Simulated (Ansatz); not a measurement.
Na3Li⁻ (the lowest doublet isomer of a short search). Total charge -1; doublet. Geometry PBE0/def2-TZVPD, basis def2-TZVPD, Ansatz.

```
atom    x (Å)    y (Å)    z (Å)
 Li1  -1.4739   0.0255   0.1213
 Na2   1.8482  -0.0350  -0.1518
 Na3   0.0607   0.4134   2.9389
 Na4  -0.4350  -0.4040  -2.9084
```

```csv
run,HOMO (eV),LUMO (eV)
A,0.40,0.95
B,0.19,1.23
C,-0.91,2.25
D,0.01,1.33
E,0.42,0.80
```

B3LYP takes the VWN-RPA correlation. The structure comes from a short search, and lower isomers may exist.

HOMO and LUMO are taken over both spins.

Problem. The runs used B3LYP, LDA (SPW92), PBE, PBE0, ωB97X-V. Estimate which is which.

Solution. A PBE (0 % exact exchange); B B3LYP (20 % exact exchange); C ωB97X-V (range-separated); D PBE0 (25 % exact exchange); E LDA (SPW92) (0 % exact exchange). Exact exchange lowers occupied and raises empty levels; among semilocal functionals meta-GGAs tend to open the gap a little, and such runs are hard to tell apart. The gap grows from 0.38 eV (LDA (SPW92)) to 3.15 eV (ωB97X-V). At PBE/def2-TZVPD, B3LYP/def2-TZVPD, PBE0/def2-TZVPD, LDA (SPW92)/def2-TZVPD the highest occupied level of the charge -1 doublet lies above zero (up to 0.42 eV). By energy differences its removal costs 0.89 eV (vertical, to the charge 0 singlet, at PBE0/def2-TZVPD).
